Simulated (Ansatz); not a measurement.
`O[SiH2][SiH2][GeH3]`, charge 0, multiplicity 1.

(1) Give a relaxed structure at PBE0-D4/def2-TZVP (the Gaussian-basis code of Ansatz). (An estimate is asked.)

## Answers

(1) Computed: 
Cartesian coordinates in Å:
```
O -0.1512 1.6196 1.5597
Si 1.1750 1.0584 0.7456
Si 0.5756 -1.0462 -0.0701
Ge -1.5264 -0.9083 -1.1777
H -0.0879 2.4788 1.9792
H 2.3687 0.9971 1.6391
H 1.5314 1.9593 -0.3899
H 0.4952 -2.0388 1.0370
H 1.6192 -1.5039 -1.0308
H -1.4801 0.1830 -2.2609
H -2.6368 -0.5554 -0.1767
H -1.8826 -2.2436 -1.8545
```
This is one stationary point; other conformers may exist.
